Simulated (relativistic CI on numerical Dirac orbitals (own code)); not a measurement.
**Level scheme of Ta28+**

Method of calculation: Dirac-Coulomb-Breit CI, KLI orbitals optimised for each configuration, model QED, unscaled Slater integrals (own radial code, finite nucleus).

CI space (outside the closed core [Ar] 3d10): 4s2.4p6.4d9, 4s2.4p5.4d10, 4s2.4p6.4d8.4f, 4s.4p6.4d10, 4s2.4p5.4d9.4f, 4s.4p6.4d9.4f, 4s2.4p6.4d8.5s, 4s2.4p6.4d8.5p, 4s2.4p6.4d7.4f.5s, 4s2.4p6.4d8.5d, 4s2.4p5.4d9.5s, 4s2.4p6.4d7.5s.5p, 4s2.4p6.4d8.5f, 4s2.4p5.4d9.5p, 4s2.4p6.4d8.5g, 4s2.4p6.4d8.6s, 4p6.4d10.4f, 4s.4p6.4d8.4f.5s, 4s2.4p6.4d8.6p, 4s2.4p5.4d9.5d, 4s.4p6.4d9.5s, 4p6.4d9.4f2, 4p5.4d10.4f2, 4p6.4d8.4f3, 4p5.4d9.4f3, 4p6.4d8.4f2.5s, 4s2.4p6.4d7.5s2, 4s2.4p6.4d6.4f.5s2, 4s2.4p5.4d7.4f.5s2, 4s.4p6.4d7.4f.5s2. Double excitations out of closed p, d and f shells are left out; levels of such configurations are missing from the list, as are those of other unlisted configurations, and high levels can miss mixing partners. These lack a partner that the ground configuration has and come out too high: 4s2.4p6.4d8.5p, 4s2.4p6.4d8.5d, 4s2.4p5.4d9.5s, 4s2.4p6.4d8.5f, 4s2.4p5.4d9.5p.

The lowest level is 4s2.4p6.4d9 2D_5/2, with 100 % of that term; Hund's rules for 4s2.4p6.4d9 give 2D with J = 5/2, in agreement.

| No. | Configuration | Term | J | E (cm⁻¹) | % | jj configuration (%) |
| --- | --- | --- | --- | --- | --- | --- |
| 1 | 4s2.4p6.4d9 | 2D | 5/2 | 0 | 100 | 4d5/2^5 (100) |
| 2 | 4s2.4p6.4d9 | 2D | 3/2 | 122855 | 100 | 4d3/2^3 4d5/2^6 (100) |
| 3 | 4s2.4p5.4d10 | 2P° | 3/2 | 1411584 | 76 | 4p3/2^3 (76) |
| 4 | 4d8(3F).4f | 4F° | 5/2 | 1501119 | 34 | 4d5/2^4 4f5/2 (98) |
| 5 | 4d8(3F).4f | 4F° | 7/2 | 1507196 | 55 | 4d5/2^4 4f5/2 (80) |
| 6 | 4d8(3F).4f | 4D° | 3/2 | 1516707 | 30 | 4d5/2^4 4f5/2 (85) |
| 7 | 4d8(3F).4f | 4F° | 9/2 | 1528063 | 58 | 4d5/2^4 4f5/2 (51) |
| 8 | 4d8(1D).4f | 2F° | 5/2 | 1530764 | 35 | 4d5/2^4 4f5/2 (77) |
| 9 | 4d8(3F).4f | 4I° | 13/2 | 1535810 | 41 | 4d5/2^4 4f5/2 (96) |
| 10 | 4d8(1G).4f | 2P° | 1/2 | 1545847 | 49 | 4d5/2^4 4f7/2 (97) |
| 11 | 4d8(3F).4f | 4H° | 11/2 | 1546466 | 45 | 4d5/2^4 4f5/2 (81) |
| 12 | 4d8(3F).4f | 4I° | 15/2 | 1547486 | 88 | 4d5/2^4 4f7/2 (99) |
| 13 | 4d8(3F).4f | 4D° | 7/2 | 1551647 | 46 | 4d5/2^4 4f5/2 (46) |
| 14 | 4d8(3F).4f | 2G° | 9/2 | 1559171 | 45 | 4d5/2^4 4f7/2 (51) |
| 15 | 4d8(1D).4f | 2D° | 3/2 | 1560169 | 41 | 4d5/2^4 4f5/2 (68) |
| 16 | 4d8(3F).4f | 4H° | 13/2 | 1562221 | 69 | 4d5/2^4 4f7/2 (95) |
| 17 | 4d8(1D).4f | 2H° | 9/2 | 1581784 | 28 | 4d5/2^4 4f5/2 (81) |
| 18 | 4d8(1D).4f | 2G° | 7/2 | 1582282 | 43 | 4d5/2^4 4f7/2 (47) |
| 19 | 4d8(3P).4f | 4G° | 11/2 | 1583348 | 40 | 4d5/2^4 4f7/2 (80) |
| 20 | 4d8(1D).4f | 2P° | 1/2 | 1589085 | 50 | 4d5/2^4 4f5/2 (93) |
| 21 | 4d8(3F).4f | 4P° | 5/2 | 1601637 | 28 | 4d5/2^4 4f7/2 (61) |
| 22 | 4d8(3F).4f | 2P° | 3/2 | 1605105 | 32 | 4d5/2^4 4f7/2 (39) |
| 23 | 4d8(1D).4f | 2G° | 9/2 | 1608370 | 36 | 4d5/2^4 4f7/2 (82) |
| 24 | 4d8(3F).4f | 4F° | 3/2 | 1611351 | 71 | 4d3/2^3 4d5/2^5 4f5/2 (84) |
| 25 | 4d8(3F).4f | 4G° | 7/2 | 1618027 | 52 | 4d3/2^3 4d5/2^5 4f5/2 (50) |
| 26 | 4d8(1D).4f | 2H° | 11/2 | 1623924 | 44 | 4d5/2^4 4f7/2 (91) |
| 27 | 4d8(3F).4f | 4F° | 5/2 | 1628107 | 34 | 4d3/2^3 4d5/2^5 4f5/2 (56) |
| 28 | 4d8(3F).4f | 4D° | 1/2 | 1630006 | 48 | 4d3/2^3 4d5/2^5 4f5/2 (90) |
| 29 | 4d8(1D).4f | 2P° | 3/2 | 1630974 | 31 | 4d5/2^4 4f7/2 (70) |
| 30 | 4d8(3P).4f | 4F° | 5/2 | 1638001 | 39 | 4d3/2^3 4d5/2^5 4f5/2 (54) |

Energies count from the lowest computed level; ° marks odd parity. Percentages are summed over parent terms; the parents shown are those of the largest component, closed shells are left out there. Filled j subshells are mostly left out of the jj labels.

The mean weight of the leading LS term, summed over parents, in these 30 levels is 50 %, and that of the leading jj configuration (from the same eigenvectors) 76 %, so jj coupling describes them better and the LS labels are nominal.

At this charge energies of transitions that change n are usually good to better than 1 %, and those within a shell (Δn = 0) to a few per cent.

LS names give the leading component of a level, which can be under half, so a name can repeat, a term be missing and a line seem to break the LS rules.
